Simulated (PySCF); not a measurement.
C3H3ClF4, SMILES C(F)([C@H](F)CCl)(F)F.

Geometry optimised at PBE-D3(BJ)/def2-SVP. The structure was generated by enumeration; whether it is a known compound was not checked. The values are those of a single conformer.

All values below come from PBE-D3(BJ)/def2-SVP (PySCF).

Frequencies are harmonic and unscaled.

Computed harmonic wavenumbers and intensities:
```json
[
 {"mode": "1", "ν (cm⁻¹)": "47", "IR (km/mol)": "0.8", "moving atoms (share of kinetic energy)": "F 67 %, Cl 23 %"},
 {"mode": "2", "ν (cm⁻¹)": "104", "IR (km/mol)": "0.4", "moving atoms (share of kinetic energy)": "F 60 %, Cl 28 %"},
 {"mode": "3", "ν (cm⁻¹)": "163", "IR (km/mol)": "0.8", "moving atoms (share of kinetic energy)": "Cl 44 %, F 42 %, C 9 %"},
 {"mode": "4", "ν (cm⁻¹)": "217", "IR (km/mol)": "3.3", "moving atoms (share of kinetic energy)": "F 77 %, C 13 %"},
 {"mode": "5", "ν (cm⁻¹)": "256", "IR (km/mol)": "1.0", "moving atoms (share of kinetic energy)": "F 69 %, C 14 %, Cl 11 %"},
 {"mode": "6", "ν (cm⁻¹)": "320", "IR (km/mol)": "1.5", "moving atoms (share of kinetic energy)": "F 61 %, H 21 %, C 17 %"},
 {"mode": "7", "ν (cm⁻¹)": "402", "IR (km/mol)": "1.0", "moving atoms (share of kinetic energy)": "F 84 %, C 11 %"},
 {"mode": "8", "ν (cm⁻¹)": "506", "IR (km/mol)": "6.2", "moving atoms (share of kinetic energy)": "F 83 %, C 14 %"},
 {"mode": "9", "ν (cm⁻¹)": "535", "IR (km/mol)": "14.4", "moving atoms (share of kinetic energy)": "F 59 %, C 28 %, H 12 %"},
 {"mode": "10", "ν (cm⁻¹)": "583", "IR (km/mol)": "14.6", "moving atoms (share of kinetic energy)": "F 63 %, C 32 %"},
 {"mode": "11", "ν (cm⁻¹)": "671", "IR (km/mol)": "25.1", "moving atoms (share of kinetic energy)": "C 57 %, Cl 25 %, F 9 %, H 9 %"},
 {"mode": "12", "ν (cm⁻¹)": "736", "IR (km/mol)": "4.9", "moving atoms (share of kinetic energy)": "F 61 %, C 33 %"},
 {"mode": "13", "ν (cm⁻¹)": "822", "IR (km/mol)": "2.0", "moving atoms (share of kinetic energy)": "C 43 %, F 31 %, H 24 %"},
 {"mode": "14", "ν (cm⁻¹)": "877", "IR (km/mol)": "6.0", "moving atoms (share of kinetic energy)": "C 46 %, H 38 %, F 15 %"},
 {"mode": "15", "ν (cm⁻¹)": "992", "IR (km/mol)": "30.9", "moving atoms (share of kinetic energy)": "H 46 %, C 42 %, F 11 %"},
 {"mode": "16", "ν (cm⁻¹)": "1103", "IR (km/mol)": "65.1", "moving atoms (share of kinetic energy)": "H 52 %, C 31 %, F 16 %"},
 {"mode": "17", "ν (cm⁻¹)": "1149", "IR (km/mol)": "131.9", "moving atoms (share of kinetic energy)": "C 60 %, H 21 %, F 19 %"},
 {"mode": "18", "ν (cm⁻¹)": "1165", "IR (km/mol)": "266.7", "moving atoms (share of kinetic energy)": "C 69 %, F 22 %, H 9 %"},
 {"mode": "19", "ν (cm⁻¹)": "1181", "IR (km/mol)": "101.7", "moving atoms (share of kinetic energy)": "H 48 %, C 41 %, F 11 %"},
 {"mode": "20", "ν (cm⁻¹)": "1261", "IR (km/mol)": "12.1", "moving atoms (share of kinetic energy)": "H 63 %, C 35 %"},
 {"mode": "21", "ν (cm⁻¹)": "1283", "IR (km/mol)": "152.7", "moving atoms (share of kinetic energy)": "C 61 %, H 28 %, F 11 %"},
 {"mode": "22", "ν (cm⁻¹)": "1314", "IR (km/mol)": "9.4", "moving atoms (share of kinetic energy)": "H 68 %, C 30 %"},
 {"mode": "23", "ν (cm⁻¹)": "1365", "IR (km/mol)": "22.1", "moving atoms (share of kinetic energy)": "C 55 %, H 42 %"},
 {"mode": "24", "ν (cm⁻¹)": "1385", "IR (km/mol)": "28.6", "moving atoms (share of kinetic energy)": "H 85 %, C 15 %"},
 {"mode": "25", "ν (cm⁻¹)": "2961", "IR (km/mol)": "12.0", "moving atoms (share of kinetic energy)": "H 92 %"},
 {"mode": "26", "ν (cm⁻¹)": "3022", "IR (km/mol)": "9.4", "moving atoms (share of kinetic energy)": "H 95 %"},
 {"mode": "27", "ν (cm⁻¹)": "3092", "IR (km/mol)": "0.5", "moving atoms (share of kinetic energy)": "H 90 %, C 10 %"}
]
```
